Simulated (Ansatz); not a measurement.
Results of the Gaussian-basis code of Ansatz.

Basis-set series for F$_{3}$H$_{2}$NSi, SMILES `N[Si](F)(F)F`. Total charge 0; spin multiplicity 1. The structure was optimised at the PBE0-D4/def2-TZVP level. It is one conformer, not always the lowest.

```
functional       basis  functions  energy (Eh)  HOMO (eV)  LUMO (eV)
   PBE0-D4    def2-SVP         84   -644.36390      -8.43       1.06
   PBE0-D4  def2-TZVPP        194   -644.93642      -8.65       0.48
   ωB97M-V    def2-SVP         84   -644.72048     -10.85       2.71
   ωB97M-V  def2-TZVPP        194   -645.30144     -11.08       1.93
```

**Question.** Give the rows for def2-QZVPP. (Best estimate.)

**Answer.** The calculation gave: 
```json
{"functional": "PBE0-D4", "basis": "def2-QZVPP", "functions": "358", "energy (Eh)": "-644.96772", "HOMO (eV)": "-8.70", "LUMO (eV)": "0.13"}
{"functional": "ωB97M-V", "basis": "def2-QZVPP", "functions": "358", "energy (Eh)": "-645.33065", "HOMO (eV)": "-11.14", "LUMO (eV)": "1.41"}
```

Positive LUMOs are unbound and depend on the basis.
